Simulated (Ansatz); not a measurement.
Total energies of H₄N₂Zn (`[NH2][Zn][NH2]`).

| atom | x (Å) | y (Å) | z (Å) |
| --- | --- | --- | --- |
| N1 | 0.272 | 1.781 | 0.217 |
| Zn2 | 0.040 | 0.002 | -0.033 |
| N3 | -0.051 | -1.769 | -0.401 |
| H4 | -0.509 | 2.313 | 0.571 |
| H5 | 1.107 | 2.085 | 0.696 |
| H6 | -0.354 | -2.045 | -1.324 |
| H7 | -0.504 | -2.367 | 0.274 |

The species carries charge 0 and has multiplicity 1. For Zn the d shell is correlated and the shells below it are frozen. Scalar relativity is left out up to krypton. The structure was optimised at the PBE0-D4/def2-TZVP level. It is one conformer, not always the lowest. Basis def2-TZVPP, Ansatz 0.2.0.

RPA on PBE orbitals: Hartree–Fock energy of these orbitals -1889.02686 Eh, correlation -1.34068 Eh (frozen core).

```json
{"functional": "LDA (SPW92)", "energy without D4 (Eh)": "-1887.56845", "D4 term (kJ/mol)": "–"}
{"functional": "PBE", "energy without D4 (Eh)": "-1890.97377", "D4 term (kJ/mol)": "-8.0"}
{"functional": "revPBE", "energy without D4 (Eh)": "-1891.22134", "D4 term (kJ/mol)": "-25.5"}
{"functional": "BLYP", "energy without D4 (Eh)": "-1891.42526", "D4 term (kJ/mol)": "-17.8"}
{"functional": "r2SCAN", "energy without D4 (Eh)": "-1891.29856", "D4 term (kJ/mol)": "-2.0"}
{"functional": "B97M-V", "energy without D4 (Eh)": "-1890.99501", "D4 term (kJ/mol)": "–"}
{"functional": "PBE0", "energy without D4 (Eh)": "-1890.99484", "D4 term (kJ/mol)": "-6.7"}
{"functional": "B3LYP", "energy without D4 (Eh)": "-1891.43014", "D4 term (kJ/mol)": "-13.0"}
{"functional": "r2SCANh", "energy without D4 (Eh)": "-1891.27534", "D4 term (kJ/mol)": "-2.1"}
{"functional": "r2SCAN0", "energy without D4 (Eh)": "-1891.24220", "D4 term (kJ/mol)": "-2.3"}
{"functional": "HSE06 (plane-wave form)", "energy without D4 (Eh)": "-1890.98740", "D4 term (kJ/mol)": "-6.3"}
{"functional": "BHLYP", "energy without D4 (Eh)": "-1891.26146", "D4 term (kJ/mol)": "-9.9"}
{"functional": "CAM-B3LYP", "energy without D4 (Eh)": "-1891.44019", "D4 term (kJ/mol)": "-6.8"}
{"functional": "LC-ωPBE", "energy without D4 (Eh)": "-1891.08261", "D4 term (kJ/mol)": "–"}
{"functional": "ωB97X-V", "energy without D4 (Eh)": "-1891.16795", "D4 term (kJ/mol)": "–"}
{"functional": "ωB97M-V", "energy without D4 (Eh)": "-1891.22947", "D4 term (kJ/mol)": "–"}
{"functional": "B2PLYP", "energy without D4 (Eh)": "-1891.00887", "D4 term (kJ/mol)": "–"}
{"functional": "PBE-QIDH", "energy without D4 (Eh)": "-1890.73499", "D4 term (kJ/mol)": "–"}
```

B3LYP takes the VWN-RPA correlation (the form of Gaussian; ORCA's B3LYP/G). HSE06 is the plane-wave form, built on full-range PBE exchange. The double hybrids freeze the cores in their second-order part.

LC-ωPBE has ω = 0.4 bohr⁻¹.
